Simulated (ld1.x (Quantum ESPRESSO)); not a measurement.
Results of a calculation; reference values are marked as such.
**Potentials for phosphorus compared**

Generated with ld1.x 7.5 (TM, RRKJ, ultrasoft, PAW), atompaw 4.2 or ONCVPSP 4.0.1. The cutoff is in Ry: for ld1.x and atompaw files where the sum of valence levels is converged to 10 mRy in a Bessel basis, for ONCV files where the hardest occupied wave has 1 mHa per electron of residual kinetic energy. The error is the largest all-electron minus pseudo excitation energy over each file’s own four to seven test configurations (ionisations up to +4, promotions, holes and added fractions of an electron), all of which were solved. The labels leave out finer settings (local radius, basis sizes, second energies), which also bear on the numbers. Spin-polarised tests are not counted. The rows are a selection from randomly drawn settings: files with unsolved tests, undetermined cutoffs or missed reference levels are left out.

| potential | cutoff (Ry) | largest error (meV) | bound ghosts |
| --- | --- | --- | --- |
| PAW, PW91, scalar-relativistic, rc 1.70/1.50 (sp), local smoothed, core correction yes, reference 3s1 3p4 | 10 | -32 | none |
| TM, PBEsol, non-relativistic, rc 1.25/1.30 (sp), local s, core correction yes, reference 3s2 3p1 | 55 | +53 | none |
| RRKJ, PBE, scalar-relativistic, rc 1.40/1.40/1.30 (spd), local s, core correction no, reference 3s2 3p2 | 35 | +181 | none |
| TM, PBE, scalar-relativistic, rc 1.05/1.40 (sp), local s, core correction yes, reference 3s2 3p1 | 80 | +123 | none |
| PAW, BLYP, scalar-relativistic, rc 1.30/1.75/1.55 (spd), local smoothed, core correction yes, reference 3s2 3p3 | 21 | -32 | none |
| RRKJ, LDA (PZ), scalar-relativistic, rc 1.25/1.75/1.70 (spd), local s, core correction no, reference 3s2 3p1.5 | 45 | +23 | none |

(1) Fill in the row for P: TM, PBE, scalar-relativistic, rc 1.75/2.05/1.55 (spd), local d, core correction no, reference 3s2 3p3.

## Answers

(1) cutoff 18 Ry, largest error +159 meV, bound ghosts: none.
